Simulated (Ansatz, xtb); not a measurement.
## Relative energy of two isomers of C3H8AlNO

Structure a: `C[O+]1CN=[CH][AlH2-]1`, a singlet. Structure b: `C#[C][Al@H-]([NH3+])[O]C`, a singlet. Both are isolated molecules in the gas phase, relaxed with PBE0-D3(BJ)/def2-SVP; the shapes shown needn't be the lowest conformers.

a (Å):

```yaml
atoms:
  - { symbol: C, position_ang: [2.1036, -1.2998, -0.6625] }
  - { symbol: C, position_ang: [0.8642, -1.1391, 1.4279] }
  - { symbol: C, position_ang: [-1.0213, 0.1803, 1.3011] }
  - { symbol: Al, position_ang: [-0.4400, 0.4174, -0.6071] }
  - { symbol: N, position_ang: [-0.2715, -0.5673, 2.0272] }
  - { symbol: O, position_ang: [0.9914, -0.7668, 0.0261] }
  - { symbol: H, position_ang: [3.0420, -0.9608, -0.1948] }
  - { symbol: H, position_ang: [2.0639, -2.4009, -0.6590] }
  - { symbol: H, position_ang: [2.0651, -0.9400, -1.6981] }
  - { symbol: H, position_ang: [0.8122, -2.2424, 1.4729] }
  - { symbol: H, position_ang: [1.7835, -0.8055, 1.9431] }
  - { symbol: H, position_ang: [-1.8914, 0.5914, 1.8425] }
  - { symbol: H, position_ang: [-1.1990, -0.4100, -1.7465] }
  - { symbol: H, position_ang: [0.2889, 1.7809, -1.0181] }
```

b (Å):

```tsv
atom	x (Å)	y (Å)	z (Å)
C	1.6872	-0.6956	3.0057
C	0.8160	-0.4064	2.1976
C	0.6453	0.2703	-1.6705
Al	-0.5914	0.0153	0.9220
N	-1.7158	-1.6733	1.0363
O	-0.2216	-0.2914	-0.7490
H	2.4592	-0.9390	3.7145
H	-1.5848	1.2104	1.2789
H	-1.6426	-2.0520	0.0881
H	-1.3173	-2.3512	1.6876
H	-2.7017	-1.5444	1.2630
H	1.7000	0.2550	-1.3295
H	0.3946	1.3244	-1.9057
H	0.6095	-0.2859	-2.6256
```

Task: Which of the two would you expect CCSD(T)/def2-SVP + ΔMP2/def2-TZVPP electronic energies to favour?

Result: Structure b; the calculation gives E(b) − E(a) = −40.4 kcal/mol.

The same difference at several levels:

| level | geometry | E(b) − E(a) (kcal/mol) | departure from the last row (kcal/mol) | job, with rough time for the two |
| --- | --- | --- | --- | --- |
| GFN2-xTB | GFN2-xTB | −3.4 | +37.0 | optimisation, 0.53 s |
| HF/STO-3G | GFN2-xTB | +17.8 | +58.1 | single point, 0.78 s |
| r2SCAN-D4/def2-SVP | GFN2-xTB | −28.3 | +12.1 | single point, 5.4 s |
| PBE0-D3(BJ)/def2-SVP | PBE0-D3(BJ)/def2-SVP | −26.9 | +13.5 | optimisation, 2.9 min |
| HF/def2-SVP | PBE0-D3(BJ)/def2-SVP | −36.6 | +3.8 | part of the CCSD(T) run |
| MP2/def2-SVP | PBE0-D3(BJ)/def2-SVP | −39.4 | +1.0 | part of the CCSD(T) run |
| CCSD(T)/def2-SVP | PBE0-D3(BJ)/def2-SVP | −34.4 | +6.0 | single point |
| CCSD(T)/def2-SVP + ΔMP2/def2-TZVPP | PBE0-D3(BJ)/def2-SVP | −40.4 |  | single point, 61 s |

As drawn, b has 1 C≡C, 1 Al–N, 3 N–H in place of 1 C–O, 1 C–N, 1 C=N, 2 C–H, 1 Al–H. Structure a has a 5-membered ring, b no ring.

HF/STO-3G puts the two in the other order. The largest departure from CCSD(T)/def2-SVP + ΔMP2/def2-TZVPP is that of HF/STO-3G, 58.1 kcal/mol. The last row adds to CCSD(T) the change of the MP2 difference between the two basis sets, here −6.0 kcal/mol, a large step that makes the value less sure.

With thermal terms from frequencies at re-optimised GFN2-xTB minima (ideal gas, soft modes damped towards free rotors, one conformer each, 298.15 K, 1 atm): the zero-point term adds −0.1 kcal/mol; ΔH is −38.5 and ΔG −43.4 kcal/mol.

The correlated steps freeze 10 core orbitals. Mirror images aren't counted in ΔG. Codes used: Ansatz 0.2.0, xtb 6.7.1; the last row on 2 threads of Intel(R) Xeon(R) Platinum 8259CL CPU @ 2.50GHz (Skylake/Cascade Lake) on a shared host.
